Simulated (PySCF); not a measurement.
Job file and geometry (Å, from GFN2-xTB) of an NMR shielding run on SMILES C/C=C/P(C)C(C)=O, C6H11OP, GIAO PBE0/pcSseg-1 NMR shielding, non-relativistic, gas phase in PySCF; density fitting, a coarse starting grid and PySCF grid level 2 are the driver's defaults:

```
$ OMP_NUM_THREADS=1 python probes_run.py task.json out

{"job": {"kind": "nmr", "xc": "PBE0", "basis": "pcSseg-1"}, "charge": 0, "multiplicity": 1}
C      2.927845     0.766521    -0.016145
C      1.717777     0.082970     0.522270
C      0.693891    -0.327167    -0.215088
P     -0.762902    -1.156743     0.498544
C     -1.302494    -2.103172    -0.988460
C     -1.910701     0.305215     0.290714
C     -1.653683     1.431431     1.247430
O     -2.812717     0.280849    -0.505482
H      3.050124     1.741616     0.455246
H      2.856387     0.900501    -1.093039
H      3.818759     0.180640     0.208771
H      1.703601    -0.077986     1.592985
H      0.695095    -0.197605    -1.292301
H     -1.432560    -1.437550    -1.840817
H     -2.252064    -2.587646    -0.768567
H     -0.557525    -2.865725    -1.210780
H     -2.157665     2.338941     0.922829
H     -0.583857     1.599990     1.353233
H     -2.047114     1.134171     2.219464
```

Task: What does the program print?

Result: 
```
coarse grid: 16048 points
cycle   1  E = -651.0653170949  dE =  9.141e-01  |g| = 8.188e-01  |ddm| = 3.927e+00
cycle   2  E = -650.6482837539  dE =  4.170e-01  |g| = 1.667e+00  |ddm| = 2.384e+00
cycle   3  E = -651.1955446563  dE = -5.473e-01  |g| = 2.153e-01  |ddm| = 1.933e+00
cycle   4  E = -651.2061375637  dE = -1.059e-02  |g| = 6.029e-02  |ddm| = 2.442e-01
cycle   5  E = -651.2068855005  dE = -7.479e-04  |g| = 2.158e-02  |ddm| = 7.601e-02
cycle   6  E = -651.2069983229  dE = -1.128e-04  |g| = 7.229e-03  |ddm| = 2.696e-02
cycle   7  E = -651.2070101072  dE = -1.178e-05  |g| = 2.359e-03  |ddm| = 7.596e-03
cycle   8  E = -651.2070114225  dE = -1.315e-06  |g| = 5.493e-04  |ddm| = 3.198e-03
final grid: 149480 points
cycle   9  E = -651.2662334497  dE = -2.815e-05  |g| = 1.310e-02  |ddm| = 3.727e-02
cycle  10  E = -651.2661677873  dE =  6.566e-05  |g| = 2.274e-02  |ddm| = 2.740e-02
cycle  11  E = -651.2662677344  dE = -9.995e-05  |g| = 3.608e-03  |ddm| = 1.923e-02
cycle  12  E = -651.2662704661  dE = -2.732e-06  |g| = 2.198e-04  |ddm| = 3.116e-03
cycle  13  E = -651.2662704749  dE = -8.792e-09  |g| = 1.244e-04  |ddm| = 4.140e-04
cycle  14  E = -651.2662704783  dE = -3.358e-09  |g| = 5.115e-05  |ddm| = 1.453e-04
cycle  15  E = -651.2662704789  dE = -6.619e-10  |g| = 1.041e-05  |ddm| = 5.954e-05
converged SCF energy = -651.2662704789

GIAO shielding tensors (ppm)
atom      isotropic    diamagn.    paramagn.     s11        s22        s33       span
  0 C      161.898     247.749     -85.851    147.984    152.235    185.477     37.493
  1 C       32.723     256.824    -224.100    -87.008     34.532    150.646    237.655
  2 C       46.600     263.348    -216.748    -57.219     65.091    131.928    189.147
  3 P      341.107     969.320    -628.213    243.234    353.861    426.226    182.992
  4 C      175.666     254.015     -78.349    165.225    176.961    184.812     19.587
  5 C      -41.606     255.991    -297.597   -124.435    -93.785     93.402    217.837
  6 C      156.234     252.662     -96.428    129.126    150.393    189.182     60.056
  7 O     -389.697     398.870    -788.567  -1106.378   -418.951    356.238   1462.616
  8 H       29.685      28.419       1.266     25.999     27.707     35.350      9.351
  9 H       29.771      30.140      -0.369     26.025     29.458     33.830      7.806
 10 H       29.554      27.257       2.297     25.966     27.245     35.450      9.485
 11 H       24.979      33.658      -8.679     21.986     23.637     29.312      7.326
 12 H       25.730      36.080     -10.350     22.227     24.610     30.352      8.125
 13 H       30.098      32.742      -2.644     26.493     27.990     35.810      9.317
 14 H       30.598      30.115       0.483     26.353     27.076     38.365     12.011
 15 H       30.814      30.841      -0.027     26.418     28.502     37.524     11.106
 16 H       29.950      29.296       0.654     26.686     27.634     35.529      8.843
 17 H       28.377      32.884      -4.507     23.562     28.924     32.645      9.083
 18 H       29.642      28.999       0.642     26.286     28.469     34.170      7.884
```

Size and cost of the density-fitted run: 198 basis functions, roughly 90 core-seconds.
